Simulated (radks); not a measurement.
Q: The table gives one normalised radial function P(r) = r R(r) (large component) of Eu in [Kr] 4d10 4f7 5s2 5p5 6s2 7s1 (r in bohr). All-electron calculation, Dirac Kohn-Sham, PBE, spin-unpolarised, spherical densities, finite nucleus; open shells fill j = l - 1/2 first; Fermi nuclear charge, rms radius 5.1115 fm. Program: a radial shooting solver on a logarithmic mesh with Libxc functionals.

r,P
0.002559,0.0300
0.004236,0.0415
0.007011,0.0523
0.01151,0.0546
0.01906,0.0347
0.03155,-0.0191
0.05222,-0.0812
0.08576,-0.0584
0.142,0.0866
0.235,0.0841
0.3859,-0.1624
0.6388,-0.0191
1.057,0.3030
1.75,-0.0874
2.874,-0.5866
4.758,-0.4150
7.876,-0.0803
12.93,-0.0035
21.41,0.0000

Which n and l does it have? It may be an empty orbital.

A: n = 6, l = 0: the number of nodes gives n - l - 1 = 5, the rise at small r points to l (this Dirac orbital starts outside the nucleus as r^gamma with gamma = sqrt((l + 1)^2 - (Z/c)^2) = 0.89; the j = 1/2 orbital of l + 1 starts with the same power, but with a smaller coefficient, and then steepens), and the extent must fit the shell. The curve is that of 6s1/2. 6s1/2: eigenvalue -6.987 eV, 5 radial nodes at r = 0.0272, 0.108, 0.281, 0.653, 1.64 bohr, <r> = 3.66 bohr, 90 % of the charge inside 5.30 bohr.
